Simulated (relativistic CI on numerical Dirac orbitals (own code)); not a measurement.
## d7 in a ligand field

Computed with a parametric ligand-field model of a d^n configuration (Racah B and C, spin-orbit zeta, crystal field), exact diagonalisation.

Field parameters in Wybourne normalisation: Oh B⁴₀ = 21Dq, B⁴₄ = √(5/14) B⁴₀. The field is a parameter set, without covalency.

B = 860 cm⁻¹, C = 3870 cm⁻¹ (C/B = 4.50), Oh, no spin-orbit coupling. Tanabe-Sugano data, E/B above the lowest term (Δ = |10Dq|; b, c mark the second and third term of a kind):

```csv
Δ/B,4T1,4T2,4A2,4T1(b),2E,2T1,2T2,2T1(b)
1.0,0.00,0.81,1.81,15.62,17.82,18.08,17.89,22.70
5.0,0.00,4.22,9.22,18.44,15.46,18.84,18.85,23.43
9.0,0.00,7.82,16.82,21.63,11.83,18.81,19.19,23.94
13.0,0.00,11.53,24.53,25.06,8.00,18.68,19.29,24.29
17.0,0.00,15.32,32.32,28.64,4.12,18.55,19.31,24.53
21.0,0.00,19.16,40.16,32.31,0.21,18.44,19.29,24.70
25.0,3.72,26.75,51.75,39.78,0.00,22.07,23.00,28.55
29.0,7.67,34.59,63.59,47.52,0.00,25.93,26.91,32.59
33.0,11.62,42.46,75.46,55.30,0.00,29.82,30.84,36.61
37.0,15.58,50.34,87.34,63.11,0.00,33.72,34.78,40.63
41.0,19.54,58.25,99.25,70.96,0.00,37.64,38.72,44.64
45.0,23.51,66.16,111.16,78.82,0.00,41.56,42.67,48.64
```

The ground term changes from 4T1 to 2E between Δ/B = 21.0 and 25.0.
